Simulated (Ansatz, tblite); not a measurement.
Forces on [ReH9]2- (ReH₉²⁻) at its B3LYP-D4/def2-TZVPD geometry. The state is a singlet with charge -2.

In the def2 sets Re takes a core potential; there is no spin–orbit coupling. The xTB rows come from tblite. A multiply charged anion in the gas phase is held together partly by the finite basis. Removing one electron lowers the energy by 0.59 eV at PBE0-D4/def2-TZVPD, so it isn't bound. At PBE0-D4/def2-TZVPD the highest occupied level of the charge -2 singlet lies above zero (up to 2.38 eV). By energy differences it is unbound by 0.59 eV (vertical, to the charge -1 doublet, at PBE0-D4/def2-TZVPD) and held by the finite basis.

GFN1-xTB (tblite), largest force 0.38 eV/Å:

```xyz
10
positions Å, forces eV/Å
Re    0.000    0.000    0.000    0.006   -0.002    0.001
H    -0.733    0.933    1.205   -0.098    0.111    0.137
H     1.617   -0.463    0.140    0.188   -0.054    0.016
H    -0.912   -0.462   -1.347   -0.118   -0.049   -0.155
H    -0.808    1.363   -0.689   -0.287    0.220   -0.100
H    -1.501   -0.703    0.490   -0.371   -0.031    0.043
H     0.991    1.359    0.398    0.235    0.232    0.195
H     0.308   -0.678    1.560    0.142   -0.045    0.353
H     0.861    0.344   -1.459    0.199   -0.052   -0.324
H     0.177   -1.694   -0.297    0.106   -0.329   -0.165
```

PBE0-D4/def2-TZVPD (Ansatz), largest force 0.11 eV/Å:

```
Re 0.000 0.000 0.000
H 0.049 -0.055 -0.068
H -0.095 0.027 -0.008
H 0.060 0.024 0.078
H 0.048 -0.088 0.045
H 0.094 0.048 -0.033
H -0.063 -0.081 -0.029
H -0.023 0.039 -0.097
H -0.055 -0.016 0.090
H -0.015 0.104 0.022
```
